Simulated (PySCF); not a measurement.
## What binds AsO⁺: the parts of the energy along the bond

State: ¹Σ⁺, singlet, closed shell. RHF-based CCSD(T) in PySCF 2.14 with As cc-pwCVDZ-PP with ECP10, O aug-cc-pVDZ and As cc-pwCVTZ-PP with ECP10, O aug-cc-pVTZ (frozen core orbitals: 5; scalar-relativistic core potentials). Correlation energies are extrapolated as n⁻³ (n = 2, 3), Hartree–Fock as (n+1)·exp(−9√n). CV is the change on freezing 4 orbitals instead, in As cc-pwCVTZ-PP with ECP10, O cc-pwCVTZ. All energies in eV from As⁺ + O.

```tsv
R (Å)	HF/CBS	CCSD corr.	(T)	CV	total
1.3759	-1.420	-3.193	-0.3816	-0.0189	-5.014
1.4385	-2.226	-3.322	-0.4339	-0.0145	-5.997
1.5010	-2.510	-3.474	-0.4938	-0.0110	-6.488
1.5636	-2.421	-3.643	-0.5621	-0.0082	-6.634
1.6261	-2.072	-3.825	-0.6388	-0.0061	-6.541
1.7043	-1.390	-4.064	-0.7475	-0.0044	-6.206
1.7825	-0.543	-4.308	-0.8713	-0.0034	-5.725
```

A fit to the total gives Re = 1.5666 Å, De = 6.634 eV, ωe = 1106.6 cm⁻¹, Be = 0.5211 cm⁻¹ (masses 74.9216 and 15.9949 u).

At R = 1.5636 Å the CCSD correlation energy is -0.548043 hartree in the smaller basis and -0.796872 in the larger. Extrapolate it.

(3³·E3 − 2³·E2)/(3³ − 2³) = -0.90164 hartree; the larger basis holds 88.4 % of it.

The T1 diagnostic is 0.027, large enough to doubt a single reference. The open-shell atoms are computed with UHF. Spin–orbit coupling, excitations beyond (T) and corrections to the Born–Oppenheimer picture are left out.
